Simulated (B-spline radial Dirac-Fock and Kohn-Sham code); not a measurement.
# Photoemission from Ta at 1240 eV, detector at θ = 90°, φ = 0°

System: the free tantalum atom in the configuration [Xe] 4f14 5d3 6s2. The computed values come from a radial atomic solver: Dirac-Hartree-Slater photoionisation with a Latter tail; cross sections with all multipoles, angular parameters from the dipole term and its interference with E2. Thresholds are tabulated edges, those marked * orbital energies of the model. For linearly polarised light dσ/dΩ = σ/(4π) [1 + β P₂(cos θ) + (δ + γ cos²θ) sin θ cos φ], with θ from the polarisation vector and φ the angle between the beam and the projection of the electron momentum on the plane normal to the polarisation. The dipole factor is 1 + βP₂ and the non-dipole term is the rest of the bracket. Open shells are filled statistically over j.

Input file task.json (cfg lists n, l and occupation; rrms is the nuclear radius in fm):

```json
{"items": [{
  "Z": 73,
  "q": 0,
  "cfg": [[1, 0, 2], [2, 0, 2], [2, 1, 6], [3, 0, 2], [3, 1, 6], [3, 2, 10], [4, 0, 2], [4, 1, 6], [4, 2, 10], [4, 3, 14], [5, 0, 2], [5, 1, 6], [5, 2, 3], [6, 0, 2]],
  "A": 181,
  "rrms": 5.3507,
  "do": "xps",
  "hv": [52.2, 52.4, 60, 80, 100, 113.0, 130.0, 164.0, 199.0, 222.0, 253.0, 260.0, 300, 375.0, 576.0, 632.0, 949.0, 990.0, 1040.0, 1240.0, 2000, 2230.0, 2710.0, 4000, 5760.0, 6280.0, 8047.8, 9251.7, 9640.0, 10900.0],
  "edges": {"K": 67416.0, "L1": 11682.0, "L2": 11136.0, "L3": 9881.0, "M1": 2708.0, "M2": 2469.0, "M3": 2194.0, "M4": 1793.0, "M5": 1735.0, "N1": 563.4, "N2": 463.4, "N3": 400.9, "N4": 237.9, "N5": 226.4, "O1": 69.7}
}]}
```

Launch: `python xray2_run.py task.json out`

| subshell | threshold (eV) | σ (kb) | β | γ | δ | dipole factor | non-dipole term | dσ/dΩ (kb/sr) |
| --- | --- | --- | --- | --- | --- | --- | --- | --- |
| 4s | 563.4 | 31.6 | 1.90 | 0.58 | 0.000 | 0.051 | 0.000 | 0.129 |
| 4p1/2 | 463.4 | 34.8 | 1.45 | 0.41 | 0.018 | 0.274 | +0.018 | 0.809 |
| 4p3/2 | 400.9 | 89.6 | 1.43 | 0.28 | 0.011 | 0.284 | +0.011 | 2.11 |
| 4d3/2 | 237.9 | 119 | 1.14 | -0.03 | 0.004 | 0.429 | +0.004 | 4.10 |
| 4d5/2 | 226.4 | 174 | 1.22 | -0.04 | 0.005 | 0.389 | +0.005 | 5.45 |
| 4f5/2 | 35.32* | 91.8 | 1.04 | 0.22 | 0.078 | 0.478 | +0.078 | 4.06 |
| 4f7/2 | 33.17* | 117 | 1.04 | 0.22 | 0.079 | 0.479 | +0.079 | 5.18 |
| 5s | 69.70 | 6.53 | 1.92 | 0.39 | 0.000 | 0.042 | 0.000 | 0.0215 |
| 5p1/2 | 50.51* | 6.03 | 1.62 | 0.26 | 0.000 | 0.188 | 0.000 | 0.0902 |
| 5p3/2 | 41.20* | 13.7 | 1.58 | 0.17 | 0.000 | 0.211 | 0.000 | 0.229 |
| 5d3/2 | 6.44* | 2.17 | 1.27 | -0.03 | 0.005 | 0.367 | +0.005 | 0.0640 |
| 5d5/2 | 5.73* | 2.98 | 1.32 | -0.04 | 0.005 | 0.338 | +0.005 | 0.0814 |
| 6s | 7.02* | 0.602 | 1.92 | 0.37 | 0.000 | 0.041 | 0.000 | 0.00193 |
